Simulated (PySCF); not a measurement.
Cartesian coordinates in Å; atom numbers follow the order of the lines, from 1:
```xyz
12

C    -0.8820   -1.1048   -0.0488
N     0.0624   -0.0173    0.0016
C    -0.5532    1.2865   -0.0494
Al    1.8115   -0.2747    0.1222
F     2.7760    1.0849    0.1620
H    -1.4811   -1.0898   -0.9808
H    -0.3663   -2.0778   -0.0049
H    -1.5983   -1.0718    0.7959
H    -1.1409    1.4281   -0.9777
H    -1.2463    1.4484    0.7998
H     0.2100    2.0785   -0.0128
H     2.4455   -1.7130    0.1867
```

Geometry: PBE0-D3(BJ)/def2-SVP; GIAO absolute shieldings from PySCF 2.14, gas phase, non-relativistic, averaged over equivalent atoms.

At PBE0/STO-3G (36 basis functions, 2.8 s wall time on 1 thread of an Arm Neoverse V1, shared host):
```
              atoms  σ (ppm)
              C1/C3    197.2
                 N2    298.4
                Al4    417.7
                 F5    413.3
                H12    30.09
H6/H7/H8/H9/H10/H11    31.26
```

What do these become at LC-wPBE/pcSseg-2?

Answers


| atoms | σ at LC-wPBE/pcSseg-2 | change |
| --- | --- | --- |
| C1/C3 | 149.7 | -47.5 |
| N2 | 219.3 | -79.1 |
| Al4 | 421.4 | +3.7 |
| F5 | 361.5 | -51.8 |
| H12 | 27.11 | -2.98 |
| H6/H7/H8/H9/H10/H11 | 28.73 | -2.53 |

The largest change is at N2 (nitrogen bonded to 2 C, Al). Cost: 285 basis functions, 58 s wall time on 1 thread of an Arm Neoverse V1, shared host.
